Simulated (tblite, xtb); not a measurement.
C4H12BN2, doublet, geometry from GFN2-xTB. Base run: GFN1-xTB (xtb).

xtb was given this input:
```
$ xtb mol.xyz --gfn 1 --uhf 1 --json

# file mol.xyz
19

C      1.47009147    -0.40656865     1.28585248
N      1.26136042    -0.05663410    -0.10647877
C      2.49137815    -0.14377334    -0.85921272
B      0.07121700     0.42701584    -0.67341478
N     -1.23083553     0.23966076    -0.18215891
C     -2.33700104     1.06941565    -0.60054862
C     -1.67784756    -0.83913310     0.67865071
H      2.33137516     0.14236037     1.68473616
H      0.59588885    -0.14256006     1.87303335
H      1.67410875    -1.47900765     1.40275190
H      2.30930218     0.12754764    -1.89662984
H      3.25763953     0.52708475    -0.44889109
H      2.89060709    -1.16486969    -0.82845373
H     -3.08887878     0.48480160    -1.14687929
H     -1.97679898     1.86613551    -1.24745894
H     -2.83141669     1.51977426     0.26876025
H     -0.88030407    -1.56278838     0.81634431
H     -2.53310294    -1.35191645     0.22276438
H     -1.99790538    -0.46247103     1.65900912
```

Programs used: tblite, xtb; a row that names a program was run with it.

Variants of this job, named by their change:

```tsv
change	ΔE vs base (kJ/mol)	dipole (D)	G_solv (kcal/mol)	SCF cycles
base	0.00	1.41	-	9
acc = 0.0001	0.00	1.41	-	14
program = tblite; method = gfn1	0.00	-	-	-
etemp = 3000	-0.44	1.42	-	9
alpb = cs2	-16.38	1.47	-3.94	9
program = tblite; method = gfn1; option = (--guess, eeq)	0.00	-	-	-
program = tblite; method = gfn1; option = (--efield, 0,0,0.1)	-2.57	-	-	-
program = tblite; method = gfn1; option = (--alpb, water)	-6.60	-	-	-
alpb = toluene	-36.2	1.54	-8.88	9
```

ALPB and GBSA are two models with their own fitted parameters for each solvent, which aren't always the measured dielectric constant.
